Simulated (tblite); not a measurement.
Compound: C₅H₈BFO.
SMILES with atom numbers: `[CH2:1]=[CH:2]/[C:3](=[CH:4]\[CH3:5])[B:6]([OH:7])[F:8]` (hydrogens: H9, H10 on C1; H11 on C2; H12 on C4; H13, H14, H15 on C5; H16 on O7)

Computed with GFN2-xTB (tblite), gas phase: L-BFGS steps from a force-field or distance-geometry start until the largest atomic force falls under 0.01 eV/Å.

Step 41: E = -676.2782 eV
```
atom  x, y, z in Å  |  force x, y, z in eV/Å
C1     -0.9612    1.7975    1.2617   -0.033  -0.041   0.013
C2     -0.0086    0.9313    0.9436   -0.027  -0.051   0.051
C3     -0.1861   -0.2142    0.0477    0.005  -0.003  -0.011
C4      0.8609   -0.7071   -0.6394   -0.015  -0.036  -0.012
C5      2.2419   -0.1424   -0.6682   -0.005   0.019   0.020
B6     -1.5789   -0.9126   -0.1505   -0.005   0.066   0.075
O7     -1.8186   -1.6976   -1.2055    0.119   0.011   0.047
F8     -2.5781   -0.7672    0.7415    0.012   0.014   0.002
H9     -1.9594    1.6934    0.8752   -0.040   0.053  -0.041
H10    -0.7849    2.6339    1.9182    0.021  -0.056   0.000
H11     0.9816    1.0443    1.3667    0.017   0.060  -0.067
H12     0.6794   -1.5731   -1.2565    0.038  -0.032  -0.093
H13     2.8634   -0.6681   -1.3875   -0.023   0.002  -0.009
H14     2.1975    0.9107   -0.9389    0.063   0.040  -0.017
H15     2.7241   -0.2074    0.3069   -0.037  -0.028   0.051
H16    -2.6804   -2.1126   -1.2263   -0.089  -0.019  -0.008
```

Step 42: E = -676.2812 eV
```
atom  x, y, z in Å  |  force x, y, z in eV/Å
C1     -0.9623    1.7950    1.2600   -0.037  -0.067   0.029
C2     -0.0096    0.9291    0.9392   -0.015  -0.017   0.025
C3     -0.1849   -0.2144    0.0385   -0.003   0.034  -0.010
C4      0.8631   -0.7059   -0.6479   -0.008  -0.022   0.005
C5      2.2443   -0.1400   -0.6643   -0.002  -0.001   0.012
B6     -1.5803   -0.9077   -0.1561    0.003   0.035   0.113
O7     -1.8295   -1.7031   -1.1997    0.116  -0.006  -0.003
F8     -2.5701   -0.7539    0.7443   -0.027   0.014   0.011
H9     -1.9612    1.6900    0.8746   -0.030   0.061  -0.032
H10    -0.7881    2.6258    1.9257    0.023  -0.073  -0.036
H11     0.9817    1.0493    1.3587    0.007   0.030  -0.064
H12     0.6878   -1.5721   -1.2683    0.025   0.001  -0.069
H13     2.8676   -0.6665   -1.3806    0.006   0.000  -0.025
H14     2.2059    0.9141   -0.9343    0.051   0.018   0.000
H15     2.7198   -0.2116    0.3140   -0.047  -0.014   0.035
H16    -2.6917   -2.1192   -1.2151   -0.063   0.007   0.008
```

Q: Estimate the geometry and energy of step 43. (The exact step hangs on the optimiser's Hessian estimate; all steps are aligned on step 42, rigid shifts and turns removed.)

A: E = -676.2839 eV, largest force 0.099 eV/Å
```
atom  x, y, z in Å  |  force x, y, z in eV/Å
C1     -0.9646    1.7911    1.2586   -0.035  -0.085   0.038
C2     -0.0110    0.9267    0.9350    0.003   0.010  -0.012
C3     -0.1833   -0.2149    0.0298   -0.008   0.046  -0.007
C4      0.8651   -0.7055   -0.6570    0.001   0.004   0.018
C5      2.2462   -0.1377   -0.6606    0.004  -0.020   0.001
B6     -1.5807   -0.9044   -0.1583    0.010  -0.004   0.092
O7     -1.8367   -1.7102   -1.1926    0.097  -0.005  -0.011
F8     -2.5658   -0.7414    0.7444   -0.052   0.019   0.028
H9     -1.9637    1.6884    0.8722   -0.019   0.062  -0.014
H10    -0.7897    2.6149    1.9334    0.013  -0.073  -0.063
H11     0.9813    1.0566    1.3497    0.001  -0.006  -0.052
H12     0.6980   -1.5709   -1.2833    0.000   0.045  -0.024
H13     2.8714   -0.6651   -1.3741    0.035   0.004  -0.031
H14     2.2147    0.9178   -0.9296    0.038  -0.013   0.019
H15     2.7136   -0.2163    0.3217   -0.051   0.001   0.011
H16    -2.7025   -2.1203   -1.2006   -0.035   0.015   0.009
```

The energy changes by -0.0027 eV. The first-order estimate −F·Δx gives -0.0038 eV and the mean of the old and new forces, exact on a quadratic surface, -0.0027 eV. The step makes an angle of 71° with the force vector and moves no atom by more than 0.018 Å.

What follows is the cost of the whole relaxation. On one thread, Intel Xeon at 2.50 GHz (x86_64), no GPU (shared host), this took 1.6 s.
